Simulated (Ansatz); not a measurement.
C₂H₆BrNZn (`C[N](C)[Zn][Br]`). The species carries charge 0 and has multiplicity 1.

```tsv
atom	x (Å)	y (Å)	z (Å)
C1	0.070	-0.328	-1.308
N2	-0.148	-0.033	0.083
C3	0.997	0.571	0.710
Zn4	-1.690	-0.385	0.948
Br5	-3.597	-0.820	2.017
H6	-0.811	-0.786	-1.765
H7	0.912	-1.024	-1.451
H8	0.303	0.581	-1.886
H9	1.882	-0.083	0.661
H10	1.273	1.521	0.226
H11	0.810	0.786	1.765
```

Problem. What are the harmonic wavenumbers in cm⁻¹ at PBE0-D4/def2-TZVP (Ansatz, finite differences of forces, unscaled)? (An estimate is asked.)

Solution. Computed: 52, 64, 89, 225, 233, 247, 261, 361, 580, 1019, 1093, 1116, 1151, 1240, 1303, 1442, 1463, 1468, 1469, 1499, 1517, 2957, 2963, 2987, 2998, 3097, 3098.

Problem. Is this a minimum?

Solution. Yes, all 27 modes are real.

Problem. Give the ideal-gas thermochemistry at 298.15 K and 1 bar (rigid rotor, harmonic oscillator; point group C2v, symmetry number 2).

Solution. Zero-point energy 215.3 kJ/mol; H(298) − E = 238.5 kJ/mol; entropy 379.2 J/(mol·K), of which translation 174.3, rotation 113.1, vibration 91.8; G(298) − E = 125.5 kJ/mol. Modes under 100 cm⁻¹ are hindered rotations or soft bends, so the harmonic entropy is rough.

Problem. And at 400, 500, 600, 800 and 1000 K?

Solution. 
```json
{"T (K)": "400", "H − E (kJ/mol)": "250.2", "S (J/mol/K)": "412.9", "G − E (kJ/mol)": "85.1"}
{"T (K)": "500", "H − E (kJ/mol)": "263.4", "S (J/mol/K)": "442.3", "G − E (kJ/mol)": "42.3"}
{"T (K)": "600", "H − E (kJ/mol)": "278.1", "S (J/mol/K)": "469.0", "G − E (kJ/mol)": "-3.3"}
{"T (K)": "800", "H − E (kJ/mol)": "311.3", "S (J/mol/K)": "516.6", "G − E (kJ/mol)": "-102.0"}
{"T (K)": "1000", "H − E (kJ/mol)": "348.5", "S (J/mol/K)": "558.0", "G − E (kJ/mol)": "-209.5"}
```

Problem. Rotational constants (cm⁻¹)?

Solution. 0.3193, 0.02676, 0.02492.
